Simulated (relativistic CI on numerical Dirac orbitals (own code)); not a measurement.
Transition arrays of Rh XVIII

Computed by Dirac-Coulomb-Breit CI, separate exchange-only KLI orbitals for each configuration, model QED (radiative potential, 1s self-energy scaled to tabulated hydrogen-like ionisation energies), valence Slater integrals scaled by 0.9, whole transition arrays (own radial code, finite nucleus).

CI space (outside the closed core [Ar]): 3d¹⁰, 3d⁹4f, 3d⁹4p, 3d⁹5f. Levels of other configurations are missing.

All E1 lines from the levels of 3d¹⁰; mean and standard deviation are weighted by gf, and upper levels are sorted by their leading configuration.

| Upper configuration | Lines | Σgf | Mean (eV) | Mean (nm) | σ (eV) | Strongest line (nm) |
| --- | --- | --- | --- | --- | --- | --- |
| 3d⁹4f | 3 | 4.7 | 461.55 | 2.686 | 2.40 | 2.683 |
| 3d⁹4p | 3 | 0.5 | 332.97 | 3.724 | 1.51 | 3.730 |
| 3d⁹5f | 3 | 2.6 | 562.34 | 2.205 | 2.41 | 2.201 |

Σgf per state of the lower configuration in bins of 0.05 nm over the central range (centre: value): 2.225: 2.55, 2.675: 4.42, 2.725: 0.23, 3.675: 0.08, 3.725: 0.44.

Task: How do configuration mixing and the scaling of the Slater integrals move the arrays?

Result: Slater scale 0.9, no configuration mixing: 3d⁹4f 462.4 ± 2.4 eV (Σgf 5.3), 3d⁹4p 333.0 ± 1.5 eV (Σgf 0.5), 3d⁹5f 561.5 ± 2.4 eV (Σgf 1.9); Slater scale 1: 3d⁹4f 462.7 ± 2.4 eV (Σgf 4.7), 3d⁹4p 333.2 ± 1.5 eV (Σgf 0.5), 3d⁹5f 563.0 ± 2.4 eV (Σgf 2.6); Slater scale 0.8: 3d⁹4f 460.4 ± 2.4 eV (Σgf 4.7), 3d⁹4p 332.8 ± 1.5 eV (Σgf 0.5), 3d⁹5f 561.7 ± 2.4 eV (Σgf 2.5). With mixing, levels are counted to their leading configuration, so an array can shrink or vanish into another, and the sums then hold other lines.
